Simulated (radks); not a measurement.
Numerical settings for the fluorine ion F+, [He] 2s2 2p4. Method: non-relativistic Kohn-Sham, r2SCAN, spin-polarised, spherical densities, point nucleus; open shells are filled with parallel spins first; meta-GGA in the generalised Kohn-Sham scheme; computed with a radial shooting solver on a logarithmic mesh with Libxc functionals. The defaults (mesh step 0.008 in ln r, mesh end at 40 bohr or more with all orbitals vanishing there, Anderson mixing 0.5 over 9 steps, residual threshold near 1e-9 with the energy settled to 1e-9 hartree or 1e-11 of itself, here a cap of 98 iterations) give E = -99.050 hartree and 2p at -25.592 eV in 11 iterations. Run on one thread of a shared host, so times are rough (Arm Neoverse N1): 0.11 s of CPU time, 0.11 s wall, 11 iterations on 2476 mesh points. Changes against that run (0 stands for a change within the tolerance of the run):

\begin{tabular}{lrrrrr}
setting & iterations & converged & E (mhartree) & e(2p) (meV) & CPU (s) \\ \hline
mesh step in ln r 0.2 & 98 & no & -5.51e+05 & - & 0.28 \\
mesh step in ln r 0.02 & 11 & yes & 0 & 0 & 0.05 \\
mesh step in ln r 0.12 & 2 & no & diverged & - & 0.01 \\
mesh end (bohr) 2 & 10 & yes & +957 & +1.44e+04 & 0.09 \\
mesh end (bohr) 3 & 10 & yes & +60.1 & +1.75e+03 & 0.09 \\
residual threshold 1e-05 & 10 & yes & 0 & -0.0305 & 0.1 \\
residual threshold 0.001 & 10 & yes & 0 & -0.0305 & 0.1 \\
mixing 1.5 & 10 & yes & 0 & 0 & 0.1 \\
linear mixing, mixing 1 & 33 & yes & 0 & +0.0114 & 0.27 \\
linear mixing, mixing 0.5 & 25 & yes & 0 & 0 & 0.2 \\
mixing history 20 & 11 & yes & 0 & 0 & 0.11 \\
iteration cap 5 & 5 & no & +0.00781 & +10.1 & 0.05 \\
\end{tabular}

Settings that end as converged yet miss the energy by more than 1 mhartree: mesh end (bohr) 2 (+0.957 hartree); mesh end (bohr) 3 (+0.0601 hartree). A mesh that ends early acts as a hard wall.
